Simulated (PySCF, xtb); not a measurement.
CH3ClI2Si, SMILES C[Si](Cl)(I)I.

Harmonic wavenumbers (cm⁻¹) from GFN2-xTB run with xtb at its own minimum, in rising order: 73, 102, 120, 142, 146, 151, 303, 435, 516, 763, 836, 837, 1375, 1462, 1463, 3034, 3035, 3041.

**Question.** What does PBE0-D3(BJ)/def2-SVP run with PySCF 2.14.0 give at its own minimum? (An estimate is asked for; the answer gives what the named calculation found.)

**Answer.** 82, 116, 160, 166, 177, 185, 300, 413, 554, 742, 799, 806, 1259, 1414, 1415, 3062, 3179, 3185. Paired by order, the mean absolute difference is 46 cm⁻¹ and the zero-point energies are 25.5 and 25.8 kcal/mol.
